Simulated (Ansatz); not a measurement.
IK, triplet, at the geometry of the source list (a higher spin typed on purpose: for a closed-shell molecule this is an excited state) (all electrons, no relativity); Ansatz (an electronic-structure program) with CAM-B3LYP/3-21G.

Here is a job for Ansatz.
Ansatz 0.2 input:
```yaml
crystal:
  periodic: [false, false, false]
  atoms:
    - {symbol: K, position_ang: [-1.05890000, -0.75220000, -0.90220000]}
    - {symbol: I, position_ang: [1.05890000, 0.75220000, 0.90220000]}
basis:
  gaussian:
    orbitals: 3-21G.json
hamiltonian:
  xc: cam_b3lyp
magnetization: {spin_polarized: true, initial_magnetization: 2}
```
The basis file holds 3-21G in the JSON format of the Basis Set Exchange.

It wrote (shortened):

```
Functional definition: CAM-B3LYP
618 factors; integrals over basis functions are off by at most 1.1e-3 eV
162 factors; integrals over basis functions are off by at most 3.9e-5 eV
mean field evaluation 1: about -203749.8131 eV, gradient 4.1e0 eV
mean field evaluation 2: about -203749.8526 eV, gradient 3.6e-1 eV
mean field evaluation 4: about -203749.8546 eV, gradient 3.6e-1 eV
mean field evaluation 8: about -203749.8600 eV, gradient 5.8e-3 eV
mean field evaluation 16: about -203749.8600 eV, gradient 8.0e-6 eV
mean field -203749.86002839 eV, -7487.6692494279 hartree, gradient 8.0e-6 eV, S^2 2.000208; 4 other end points of the search recorded, 0 dependent functions left out
reference -203749.86011802 eV, -7487.6692527218 hartree; 37, 35 occupied and 13, 15 virtual orbitals, 618 factors
Total energy: -203749.86011802 eV, -7487.6692527218 hartree
```
